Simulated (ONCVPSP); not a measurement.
Transferability test, ONCV potential for Mn

ONCVPSP 4.0.1 input, shortened (lines: element, Z, core and valence counts, functional; n l f; lmax; l rc ep ncon nbas qcut; lloc lpopt rc5 dvloc0; l nproj debl; icmod fcfact rcfact), LDA (Perdew-Wang 92), fully relativistic:

```
  Mn 25.00    3    4  -001012      upf
    1    0    2.00
    2    0    2.00
    2    1    6.00
    3    0    2.00
    3    1    6.00
    3    2    5.50
    4    0    1.50
    2
    0    1.35    0.00    3    7    9.90
    1    0.95    0.00    4    8    9.00
    2    1.75    0.00    4    9    8.20
    4    3    0.85    6.00
    0    2    2.60
    1    2    1.90
    2    1    2.60
    1    0.40    0.00
```

Open shells are filled in proportion to 2j + 1.

In the p channel the program set the typed energies aside and used -1.904, 0.250 Ha (j = l + 1/2; the other j can differ).

Energies are relative to the spin-unpolarised reference configuration 3s2 3p6 3d5.5 4s1.5; without spin polarisation the order of configurations can differ from experiment.

```json
{"valence configuration": "3s2 3p6 3d5 4s2", "charge": "0", "ΔE all-electron (eV)": "0.509", "error AE − PS (meV)": "+8.6"}
{"valence configuration": "3s2 3p6 3d5 4s1", "charge": "+1", "ΔE all-electron (eV)": "9.156", "error AE − PS (meV)": "+0.2"}
{"valence configuration": "3s2 3p6 3d5 4s0", "charge": "+2", "ΔE all-electron (eV)": "25.026", "error AE − PS (meV)": "-7.6"}
```

**Question.** What are ΔE and the potential's error for 3s2 3p6 3d6 4s0?

**Answer.** ΔE = 7.518 eV all-electron; the error (AE − PS) is +22 meV.

Levels in the configuration 3s2 3p6 3d5 4s1:

```
   level  all-electron (eV)  pseudo (eV)
3s j=1/2            -93.692      -93.715
3p j=3/2            -62.366      -62.393
3p j=1/2            -63.645      -63.669
3d j=5/2            -15.166      -15.155
3d j=3/2            -15.287      -15.275
4s j=1/2            -12.162      -12.171
```
